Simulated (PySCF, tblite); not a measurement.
Isomers of C4H10N2Si, one GFN2-xTB conformer each. Single-point energies are computed at PBE0/pcSseg-1 (PySCF, gas phase, no added dispersion term), electronic only.

| SMILES | GFN2-xTB relative energy (kJ/mol) |
| --- | --- |
| [H]/N=C\[C@@H](N)[C@H]1C[SiH2]1 | 303.0 |
| CC1=NN([SiH3])CC1 | 0.0 |
| CN[C@@H]1C=N[SiH2]C1 | 79.0 |

Conformers: `[H]/[N:1]=[CH:2]\[C@@H:3]([NH2:4])[C@H:5]1[CH2:6][SiH2:7]1` with N1–C2–C3–N4 142°, C2–C3–N4–H 58° and 177°, C2–C3–C5–C6 80°; `[CH3:1][NH:2][C@@H:3]1[CH:4]=[N:5][SiH2:6][CH2:7]1` with C1–N2–C3–C4 -169°, N2–C3–C4–N5 -142°, C4–N5–Si6–C7 8°, N5–Si6–C7–C3 -15°, N2–C3–C7–Si6 141°.

Problem. What does PBE0/pcSseg-1 give for the same structures?

Solution. 
```csv
SMILES,PBE0/pcSseg-1 E (Eh),PBE0/pcSseg-1 (kJ/mol),GFN2-xTB (kJ/mol),point group
CN[C@@H]1C=N[SiH2]C1,-556.94104,0.0,79.0,C1
CC1=NN([SiH3])CC1,-556.93141,25.3,0.0,–
[H]/N=C\[C@@H](N)[C@H]1C[SiH2]1,-556.88274,153.1,303.0,C1
```

GFN2-xTB puts CC1=NN([SiH3])CC1 lowest instead; measured from each level's own lowest isomer, the values differ by up to 149.9 kJ/mol ([H]/N=C\[C@@H](N)[C@H]1C[SiH2]1: 303.0 against 153.1). As drawn, the highest has a three-membered ring, which the lowest lacks.

Problem. Which frontier levels, dipoles and rotational constants go with these structures?

Solution. 
```
                         SMILES  HOMO (eV, PBE0/pcSseg-1)  LUMO (eV)  dipole (D)     A, B, C (MHz)
           CN[C@@H]1C=N[SiH2]C1                     -6.54      -0.39        2.81  5174, 1383, 1156
              CC1=NN([SiH3])CC1                     -5.70       0.61        2.14  5002, 1379, 1119
[H]/N=C\[C@@H](N)[C@H]1C[SiH2]1                     -6.76      -0.30        3.39  3561, 1431, 1103
```

Problem. What happens when harmonic zero-point energies from GFN2-xTB frequencies are added?

Solution. 
```csv
SMILES,ZPE (kJ/mol),electronic (kJ/mol),with ZPE (kJ/mol)
CN[C@@H]1C=N[SiH2]C1,355.7,0.0,0.0
CC1=NN([SiH3])CC1,347.0,25.3,16.7
[H]/N=C\[C@@H](N)[C@H]1C[SiH2]1,351.6,153.1,149.0
```

The zero-point energies span 8.7 kJ/mol. The order is unchanged.
